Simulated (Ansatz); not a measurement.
A nudged elastic band was laid between two geometries of F₄H₂HfO (8 atoms, charge 0, multiplicity 1).

Level of theory: RHF/def2-SVPD (Ansatz 0.2.0).

```
movable images  : 5
climbing image  : yes
spring          : 5.0 eV/Å²
optimiser       : quadratic models (default)
start path      : through a guess of the saddle point
force threshold : 0.03 eV/Å
iteration limit : 60
end points      : relaxed
```

Initial state:

```xyz
8
Properties=species:S:1:pos:R:3
Hf 0.011 0.050 0.023
F 0.320 0.072 1.941
F 1.829 -0.062 -0.595
F -0.571 1.735 -0.704
F -0.738 -1.497 -0.879
O -2.148 -0.142 0.954
H -2.791 -0.736 0.594
H -2.280 -0.049 1.888
```

Final state:

```xyz
8
Properties=species:S:1:pos:R:3
Hf -0.405 -0.065 -0.255
F -0.348 0.836 2.004
F 1.311 -0.765 0.271
F -0.435 1.808 -0.711
F -0.725 -0.925 -1.942
O -1.948 -0.699 0.825
H -2.705 -1.248 0.733
H -1.112 0.429 2.298
```

Question: Which bonds break or form, and what moves?

Answer: Bonds broken: O6–H8. Bonds formed: F2–H8.

Question: What energy profile does the band end with?

Answer: The forces met the threshold. The highest image is number 4 of 0 to 6, 1.20 eV above the first end and 0.24 eV above the last; the last end lies 0.97 eV above the first. A vibrational analysis at the climbing image gives one clearly imaginary mode, 1135i cm⁻¹: a first-order saddle point. The orbitals stay closed-shell, which can raise the energy where a bond breaks towards radicals; this wasn't checked here.

```json
{"image": "0", "path coordinate (Å)": "0.00", "energy (eV)": "0.00", "O6–H8 (Å)": "0.95", "F2–H8 (Å)": "2.60"}
{"image": "1", "path coordinate (Å)": "0.71", "energy (eV)": "0.05", "O6–H8 (Å)": "0.95", "F2–H8 (Å)": "2.49"}
{"image": "2", "path coordinate (Å)": "1.42", "energy (eV)": "0.10", "O6–H8 (Å)": "0.95", "F2–H8 (Å)": "2.39"}
{"image": "3", "path coordinate (Å)": "2.12", "energy (eV)": "0.28", "O6–H8 (Å)": "0.96", "F2–H8 (Å)": "1.86"}
{"image": "4", "path coordinate (Å)": "2.83", "energy (eV)": "1.20", "O6–H8 (Å)": "1.24", "F2–H8 (Å)": "1.09"}
{"image": "5", "path coordinate (Å)": "3.26", "energy (eV)": "1.02", "O6–H8 (Å)": "1.64", "F2–H8 (Å)": "0.94"}
{"image": "6", "path coordinate (Å)": "3.68", "energy (eV)": "0.97", "O6–H8 (Å)": "2.04", "F2–H8 (Å)": "0.91"}
```

Question: What is the geometry of the highest image?

Answer: 
```xyz
8
Properties=species:S:1:pos:R:3
Hf -0.297 0.041 -0.177
F -0.468 0.786 1.908
F 1.460 -0.656 0.136
F -0.294 1.821 -0.886
F -0.878 -0.994 -1.688
O -1.896 -0.604 1.021
H -2.654 -1.159 1.057
H -1.341 0.136 1.853
```

Question: What are the harmonic wavenumbers there?

Answer: 1135i, 64, 144, 148, 171, 186, 190, 312, 363, 547, 651, 667, 674, 715, 881, 1218, 1994, 4253 cm⁻¹.

Time of the run: 5.6 min on 4 threads of AMD EPYC 7R43 64-Core Processor (Zen 3), with other jobs on the host, peak memory 0.56 GiB.
